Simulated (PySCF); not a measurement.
## Two-component Hartree-Fock for Pt³⁴⁺ (platinum, charge +34)

Start: [Kr] 4d8; 4d3/2 filled at m_j = -3/2, -1/2, +1/2, +3/2; 4d5/2 filled at m_j = -1/2, +1/2, +3/2, +5/2. Calculated with PySCF 2.14 in an even-tempered Gaussian basis (17 s from 3.5 bohr⁻², ratio 2.8; 14 p from 4.6 bohr⁻², ratio 2.8; 9 d from 4.6 bohr⁻², ratio 2.8; 3 f from 21 bohr⁻², ratio 3): generalised Hartree-Fock with the X2C-1e Hamiltonian and a Gaussian nucleus; one run each with spin-orbit coupling (SO) switched off, then screened by Boettger's factors.

```json
{"spinor shell": "1s1/2", "electrons": "2", "ε, spin-free (eV)": "-80183.6", "ε, screened SO (eV)": "-80154.3", "weight of nominal j (screened SO)": "1.000", "rms radius, screened SO (bohr)": "0.0194"}
{"spinor shell": "2s1/2", "electrons": "2", "ε, spin-free (eV)": "-15359.3", "ε, screened SO (eV)": "-15349.7", "weight of nominal j (screened SO)": "1.000", "rms radius, screened SO (bohr)": "0.0783"}
{"spinor shell": "2p1/2", "electrons": "2", "ε, spin-free (eV)": "-13502.0", "ε, screened SO (eV)": "-14745.3", "weight of nominal j (screened SO)": "1.000", "rms radius, screened SO (bohr)": "0.0663"}
{"spinor shell": "2p3/2", "electrons": "4", "ε, spin-free (eV)": "-13502.0", "ε, screened SO (eV)": "-13009.9", "weight of nominal j (screened SO)": "1.000", "rms radius, screened SO (bohr)": "0.0742"}
{"spinor shell": "3s1/2", "electrons": "2", "ε, spin-free (eV)": "-4700.6", "ε, screened SO (eV)": "-4697.3", "weight of nominal j (screened SO)": "1.000", "rms radius, screened SO (bohr)": "0.199"}
{"spinor shell": "3p1/2", "electrons": "2", "ε, spin-free (eV)": "-4150.1", "ε, screened SO (eV)": "-4429.6", "weight of nominal j (screened SO)": "1.000", "rms radius, screened SO (bohr)": "0.190"}
{"spinor shell": "3p3/2", "electrons": "4", "ε, spin-free (eV)": "-4150.1", "ε, screened SO (eV)": "-4036.8", "weight of nominal j (screened SO)": "1.000", "rms radius, screened SO (bohr)": "0.205"}
{"spinor shell": "3d3/2", "electrons": "4", "ε, spin-free (eV)": "-3548.9", "ε, screened SO (eV)": "-3599.1", "weight of nominal j (screened SO)": "1.000", "rms radius, screened SO (bohr)": "0.180"}
{"spinor shell": "3d5/2", "electrons": "6", "ε, spin-free (eV)": "-3548.9", "ε, screened SO (eV)": "-3512.6", "weight of nominal j (screened SO)": "1.000", "rms radius, screened SO (bohr)": "0.184"}
{"spinor shell": "4s1/2", "electrons": "2", "ε, spin-free (eV)": "-1962.5", "ε, screened SO (eV)": "-1961.4", "weight of nominal j (screened SO)": "1.000", "rms radius, screened SO (bohr)": "0.413"}
{"spinor shell": "4p1/2", "electrons": "2", "ε, spin-free (eV)": "-1757.3", "ε, screened SO (eV)": "-1843.8", "weight of nominal j (screened SO)": "0.999", "rms radius, screened SO (bohr)": "0.415"}
{"spinor shell": "4p3/2", "electrons": "4", "ε, spin-free (eV)": "-1757.3", "ε, screened SO (eV)": "-1721.2", "weight of nominal j (screened SO)": "1.000", "rms radius, screened SO (bohr)": "0.444"}
{"spinor shell": "4d3/2", "electrons": "4", "ε, spin-free (eV)": "-1522.8", "ε, screened SO (eV)": "-1536.2", "weight of nominal j (screened SO)": "0.991", "rms radius, screened SO (bohr)": "0.434"}
{"spinor shell": "4d5/2", "electrons": "4", "ε, spin-free (eV)": "-1522.8", "ε, screened SO (eV)": "-1512.4", "weight of nominal j (screened SO)": "0.994", "rms radius, screened SO (bohr)": "0.442"}
```

| quantity | spin-free | screened SO |
| --- | --- | --- |
| E (hartree) | -17766.53265 | -17794.27579 |
| M_J | 4 | 4 |
| ⟨J²⟩ | 20.001 | 20.001 |
| ⟨L²⟩ | 12.001 | 13.065 |
| ⟨S²⟩ | 2.000 | 1.865 |

Each row is a mean over spinors that exchange with the open shell spreads, by up to 22.146 eV (4p3/2).

Breit and QED terms are absent; they matter most for the inner s and p1/2 levels.

Densities and radii are taken from the X2C orbitals without a picture-change correction, which distorts them close to the nucleus.

Without spin-orbit coupling the j labels of p, d and f shells carry no meaning; the spin-free column gives the mean over the occupied spinors of each nl shell.
